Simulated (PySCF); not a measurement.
A run for PySCF: R-B3LYP/6-31G* on CH4O (SMILES CO).

```python
from pyscf import gto, scf, dft, mp
from pyscf.data.elements import chemcore

mol = gto.M(
    atom='''
    C     0.28257362   -0.12593661    3.40201941
    O     0.51564463    0.12182379    1.99656443
    H     1.22910404   -0.08487593    3.93798257
    H    -0.13458604   -1.12712432    3.46334478
    H    -0.42809254    0.59666154    3.80150187
    H     0.95718719    0.96878059    1.86042356
    ''',
    basis='6-31g*',
    cart=True,
    charge=0, spin=0, verbose=3, max_memory=1800)
mf = dft.RKS(mol, xc='b3lyp')
mf.conv_tol = 1e-8
mf.max_cycle = 100
mf.kernel()
if not mf.converged:
    mf = mf.newton().run(mf.mo_coeff, mf.mo_occ)
```

The log:

```
converged SCF energy = -115.71280400347
```

The run converged.

Cost: around 1.3 core-seconds (rough).
